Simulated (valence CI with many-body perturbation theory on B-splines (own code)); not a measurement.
## Level structure of Kr22+

Calculated by relativistic CI+MBPT: four valence electrons over a frozen Dirac-Fock core [Ne], radial functions for each j: 9 s, 9 p, 8 d, 6 f, 3 g, 1 h, with the one-electron correlation potential Σ1 (screened to all orders), the two-electron term Σ2, the three-electron term Σ3, Breit, model QED; selected single and double excitations, second order for the rest, scaled by the run's own slope (own B-spline code, finite nucleus).

No measured spectrum was set against this ion. As an estimate, levels of excited configurations hold to 0.05 to 0.15 % of their energy, terms of the ground configuration to about 0.5 %.

Levels 1 to 39 of 39, with energies above the lowest level, 3s2 3p2 3P_0. "Leading %" is the weight of the configuration and term that name the level; weights of strongly mixed levels are sums over their largest components and can fall short, so below about 35 % the name and the second component can differ from the true leading terms, or belong to a minority configuration. In the jj column 3d3/2^4 stands for four electrons in 3d with j = 3/2. Lifetimes count E1, E2, E3, M1 and M2 decay at the calculated energies, and are blank where another channel may lead or the interval is too uncertain; long ones can be off by a factor of two.

```csv
No.,Configuration,Term,J,E (cm⁻¹),Leading %,Second component,Lifetime,Leading jj
1,3s2 3p2,3P,0,0,84,14 % 3s2 3p2 1S,,3s^2 3p1/2^2 (93 %)
2,3s2 3p2,3P,1,68343,98,,203 μs,3s^2 3p1/2 3p3/2 (98 %)
3,3s2 3p2,3P,2,94471,58,39 % 3s2 3p2 1D,6.72 ms,3s^2 3p1/2 3p3/2 (91 %)
4,3s2 3p2,1D,2,185580,58,39 % 3s2 3p2 3P,61.8 μs,3s^2 3p3/2^2 (90 %)
5,3s2 3p2,1S,0,255020,83,14 % 3s2 3p2 3P,19.7 μs,3s^2 3p3/2^2 (92 %)
6,3s 3p3,5S°,2,467900,87,10 % 3s 3p3 3P°,2.03 ns,3s 3p1/2^2 3p3/2 (53 %)
7,3s 3p3,3D°,1,574270,68,14 % 3s 3p3 3P°,121 ps,3s 3p1/2^2 3p3/2 (57 %)
8,3s 3p3,3D°,2,583390,66,14 % 3s 3p3 3P°,220 ps,3s 3p1/2 3p3/2^2 (62 %)
9,3s 3p3,3D°,3,610070,88,10 % 3s2 3p 3d 3D°,284 ps,3s 3p1/2 3p3/2^2 (88 %)
10,3s 3p3,3P°,0,672140,90,9 % 3s2 3p 3d 3P°,79.0 ps,3s 3p1/2 3p3/2^2 (90 %)
11,3s 3p3,3P°,2,679420,27,26 % 3s 3p3 1D°,92.8 ps,3s 3p1/2 3p3/2^2 (42 %)
12,3s 3p3,3P°,1,681110,70,14 % 3s 3p3 3D°,64.6 ps,3s 3p1/2 3p3/2^2 (68 %)
13,3s 3p3,3P°,2,742860,33,26 % 3s2 3p 3d 1D°,153 ps,3s 3p3/2^3 (49 %)
14,3s2 3p 3d,3F°,2,785980,77,14 % 3s 3p3 1D°,94.8 ps,3s^2 3p1/2 3d3/2 (52 %)
15,3s 3p3,3S°,1,786190,57,32 % 3s 3p3 1P°,8.32 ps,3s 3p1/2 3p3/2^2 (64 %)
16,3s2 3p 3d,3F°,3,813260,91,,169 ps,3s^2 3p1/2 3d5/2 (66 %)
17,3s2 3p 3d,3P°,2,872970,49,19 % 3s2 3p 3d 3D°,10.4 ps,3s^2 3p1/2 3d5/2 (74 %)
18,3s2 3p 3d,3F°,4,875040,98,,,3s^2 3p3/2 3d5/2 (98 %)
19,3s2 3p 3d,3P°,1,875550,22,21 % 3s 3p3 1P°,9.67 ps,3s^2 3p1/2 3d3/2 (51 %)
20,3s2 3p 3d,3D°,1,889560,42,28 % 3s 3p3 1P°,7.49 ps,3s^2 3p1/2 3d3/2 (30 %)
21,3s2 3p 3d,3D°,2,938810,38,30 % 3s2 3p 3d 1D°,7.28 ps,3s^2 3p3/2 3d3/2 (60 %)
22,3s2 3p 3d,3P°,0,945990,89,9 % 3s 3p3 3P°,10.2 ps,3s^2 3p3/2 3d3/2 (89 %)
23,3s2 3p 3d,3D°,3,950730,76,9 % 3s 3p3 3D°,8.27 ps,3s^2 3p3/2 3d5/2 (40 %)
24,3s2 3p 3d,3P°,1,956610,59,22 % 3s2 3p 3d 3D°,9.19 ps,3s^2 3p3/2 3d3/2 (70 %)
25,3s2 3p 3d,3P°,2,969110,38,27 % 3s2 3p 3d 3D°,9.54 ps,3s^2 3p3/2 3d5/2 (61 %)
26,3s2 3p 3d,1F°,3,1027300,88,8 % 3s2 3p 3d 3D°,8.14 ps,3s^2 3p3/2 3d5/2 (51 %)
27,3s2 3p 3d,1P°,1,1058500,77,11 % 3s 3p3 1P°,9.36 ps,3s^2 3p3/2 3d5/2 (69 %)
28,3p4,3P,2,1133700,44,27 % 3s 3p2 3d 3P,56.3 ps,3p1/2^2 3p3/2^2 (57 %)
29,3s 3p2 3d,5F,1,1159100,85,6 % 3s 3p2 3d 5D,792 ps,3s 3p1/2^2 3d3/2 (61 %)
30,3s 3p2 3d,5F,2,1172500,78,12 % 3s 3p2 3d 5D,311 ps,3s 3p1/2 3p3/2 3d3/2 (33 %)
31,3s 3p2 3d,5F,3,1192400,72,21 % 3s 3p2 3d 5D,387 ps,3s 3p1/2^2 3d5/2 (39 %)
32,3p4,3P,0,1196000,41,27 % 3s 3p2 3d 3P,45.0 ps,3p1/2^2 3p3/2^2 (46 %)
33,3p4,3P,1,1204400,40,37 % 3s 3p2 3d 3P,73.3 ps,3p1/2 3p3/2^3 (40 %)
34,3p4,1D,2,1224100,34,16 % 3s 3p2 3d 1D,101 ps,3s 3p1/2 3p3/2 3d3/2 (38 %)
35,3s 3p2 3d,5F,4,1226100,84,14 % 3s 3p2 3d 5D,6.37 ns,3s 3p1/2 3p3/2 3d5/2 (76 %)
36,3s 3p2 3d,5D,0,1232300,86,6 % 3p4 3P,129 ps,3s 3p1/2 3p3/2 3d3/2 (73 %)
37,3s 3p2 3d,5D,3,1238100,45,20 % 3s 3p2 3d 5F,127 ps,3s 3p1/2 3p3/2 3d3/2 (51 %)
38,3s 3p2 3d,5D,1,1238400,75,14 % 3p4 3P,92.6 ps,3s 3p1/2 3p3/2 3d3/2 (48 %)
39,3s 3p2 3d,5D,2,1238800,47,13 % 3p4 1D,85.9 ps,3s 3p1/2 3p3/2 3d3/2 (37 %)
```

Names give the largest LS component (configuration and term), which can be under half, so a name can repeat, a term be missing and a line seem to break the LS rules; names also repeat where a configuration has a term twice.

The ionisation energy to 3s2 3p 2P°_1/2 of the next ion comes out as 997.94 eV (NIST: 999 ± 2.4 eV (semi-empirical)). All 39 levels together are meant to be complete up to 1240100 cm⁻¹.
